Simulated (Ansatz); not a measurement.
A nudged elastic band was laid between two geometries of CH4GaInO (8 atoms, charge 0, multiplicity 1).

These are results of RKS PBE0-D4/def2-SVP in Ansatz, not measurements.

| Item | Value |
| --- | --- |
| movable images | 5 |
| climbing image | yes |
| spring | 0.1 eV/Å² |
| optimiser | quadratic models (default) |
| start path | through a guess of the saddle point |
| force threshold | 0.05 eV/Å |
| iteration limit | 60 |
| end points | relaxed |

Image 0:

```xyz
8
Properties=species:S:1:pos:R:3
C -0.603 0.955 -0.077
O 0.702 0.948 -0.552
Ga 1.603 -0.646 -0.379
In -0.809 -1.170 0.657
H -0.752 1.681 0.744
H -1.341 1.180 -0.869
H 3.089 -0.624 -0.922
H -1.888 -2.323 1.398
```

Image 6:

```xyz
8
Properties=species:S:1:pos:R:3
C -0.596 0.416 -0.434
O 0.445 1.373 -0.064
Ga 1.342 -0.539 -0.162
In -0.815 -1.198 0.998
H 0.237 1.793 0.776
H -1.191 0.830 -1.260
H 2.607 -0.279 -1.056
H -2.029 -2.396 1.202
```

(1) What changes between the two ends?

(2) Give the energies along the band, and the barrier.

(3) What is the geometry of the highest image?

The band took 34 iterations and about 20 core-minutes.

Answers

(1) Bonds broken: C1–H5. Bonds formed: C1–Ga3, O2–H5.

(2) The run converged. The highest image is number 3 of 0 to 6, 74.0 kcal/mol above the first end and 30.0 kcal/mol above the last; the last end lies 44.0 kcal/mol above the first. Neighbouring images differ by up to 1.7 eV, so the band resolves the path poorly. The order of the stationary point at the top wasn't checked. The orbitals stay closed-shell, which can raise the energy where a bond breaks towards radicals; this wasn't checked here.

```tsv
image	path coordinate (Å)	energy (kcal/mol)	C1–H5 (Å)	C1–Ga3 (Å)	O2–H5 (Å)
0	0.00	0.0	1.11	2.74	2.08
1	0.41	2.8	1.10	2.70	1.97
2	0.82	35.3	1.11	2.72	1.57
3	1.23	74.0	1.32	2.79	1.13
4	1.92	48.4	1.92	2.62	0.96
5	2.39	45.1	2.01	2.37	0.96
6	2.83	44.0	2.01	2.18	0.96
```

(3) 
```xyz
8
Properties=species:S:1:pos:R:3:forces:R:3
C -0.908 0.742 -0.134 0.00 0.00 0.00
O 0.610 1.140 -0.416 0.00 0.00 0.00
Ga 1.560 -0.555 -0.177 0.00 0.00 0.00
In -0.906 -1.231 0.559 0.00 0.00 0.00
H 0.014 1.448 0.497 0.00 0.00 0.00
H -1.534 1.282 -0.854 0.00 0.00 0.00
H 2.976 -0.435 -0.894 0.00 0.00 0.00
H -1.814 -2.391 1.419 0.00 0.00 0.00
```

Run time: 10 min on 2 threads of Arm Neoverse V1 (shared host), peak memory 0.26 GiB.
